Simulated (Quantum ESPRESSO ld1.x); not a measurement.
Values are calculated unless marked as measured or tabulated.
Q: Cu X, 20 electrons, occupied as [Ar] 4s2 (not the ground configuration). Code: ld1.x of Quantum ESPRESSO 7.5. Model: scalar-relativistic Kohn-Sham, PBE, spin-unpolarised, spherical densities, point nucleus. Some entries of the table are withheld. Estimate them.

| orbital | occ. | eigenvalue (eV) | <r^2> (bohr^2) |
|---|---|---|---|
| 1s | 2 | -9124.362 | (1) |
| 2s | 2 | -1345.264 | 0.06482 |
| 2p | 6 | -1199.583 | 0.05193 |
| 3s | 2 | -354.612 | (2) |
| 3p | 6 | (3) | 0.4782 |
| 4s | 2 | -143.466 | 2.185 |

A: 
(1) 1s <r^2> (bohr^2): 0.003659
(2) 3s <r^2> (bohr^2): 0.4679
(3) 3p eigenvalue (eV): -309.940
